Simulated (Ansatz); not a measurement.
Consider the redistribution: `C[S][Ge][Cl]` + `C[N](C)[Mg][NH2]` → `C[N](C)[Ge][Cl]` + `C[S][Mg][NH2]`.

Gas-phase electronic energies from Ansatz, PBE0-D4/def2-TZVP geometries. CCSD(T)/CBS adds triple-zeta CCSD(T) − MP2 to the extrapolated MP2 energy (def2 sets, frozen cores). DFT in def2-TZVPP. B3LYP here is the variant with VWN-RPA as its local correlation; programs differ in this. For Ge, Mg outer-core shells are correlated without core-valence functions, which leaves a few kJ/mol of doubt a bond. Scalar relativity is left out up to krypton. One conformer a species, not always the lowest.

`C[S][Ge][Cl]`:

Z-matrix (Å, degrees):
```
C
S 1 1.808
H 1 1.089 2 108.3
H 1 1.089 2 108.4 3 118.7
H 1 1.089 2 110.8 3 -120.7
Ge 2 2.219 1 111.7 3 121.8
Cl 6 2.204 2 102.1 1 -0.0
```

`C[N](C)[Mg][NH2]`:

```xyz
13

C    -0.238    1.539    0.839
N    -0.377    0.266    0.183
C    -1.760   -0.126    0.131
Mg    1.063   -0.752   -0.516
N     2.493   -1.763   -1.211
H    -0.617    1.521    1.876
H    -0.791    2.342    0.321
H     0.810    1.855    0.890
H    -2.209   -0.220    1.135
H    -1.886   -1.094   -0.366
H    -2.382    0.601   -0.420
H     3.029   -2.460   -0.717
H     2.865   -1.710   -2.147
```

`C[N](C)[Ge][Cl]`:

Cartesian coordinates in Å:
```
C -0.940 -0.599 0.321
N 0.090 0.314 -0.108
C 1.407 -0.281 -0.127
Ge -0.021 2.062 -0.616
Cl -2.200 2.375 -0.383
H -1.911 -0.107 0.320
H -0.734 -0.967 1.334
H -0.987 -1.470 -0.344
H 1.698 -0.634 0.870
H 2.154 0.447 -0.458
H 1.445 -1.139 -0.810
```

`C[S][Mg][NH2]`:

Cartesian coordinates in Å:
```
C -1.489 1.557 -0.127
S 0.325 1.752 -0.219
Mg 1.107 -0.387 0.003
N 1.745 -2.148 0.186
H -1.875 0.943 -0.940
H -1.806 1.138 0.828
H -1.922 2.554 -0.219
H 1.925 -2.800 -0.562
H 1.989 -2.609 1.050
```

CCSD(T)/CBS gives -0.61 eV.

Q: Another level gave -0.60 eV. Which?
A. B3LYP/def2-TZVPP
B. BLYP/def2-TZVPP
C. SCS-MP2/def2-TZVPP
D. BHLYP-D4/def2-TZVPP

A: D. BHLYP-D4 -0.60, BLYP -0.47, B3LYP -0.53, SCS-MP2/def2-TZVPP -0.65 eV.

Q: What do rigid-rotor, harmonic-oscillator terms from PBE0-D4/def2-TZVP frequencies (298.15 K, 1 bar) make of the CCSD(T)/CBS value? (An estimate is asked.)

A: Computed: ΔZPE = +0.03 eV, ΔH = -0.58 eV, ΔS = -2 J/(mol·K), ΔG = -0.57 eV. Modes under 50 cm⁻¹ make the entropy rough.

Largest T1 diagnostic among the species: 0.014.

From PBE to PBE0 (25 % exact exchange), in def2-TZVPP and without D4, ΔE moves by −0.06 eV. Leaving LDA and LC-ωPBE aside and taking each functional with its dispersion term where it has one, the values, not all of them listed here, spread over 0.15 eV, from ωB97X-V to BLYP-D4. LDA lies −0.04 eV from PBE without D4.
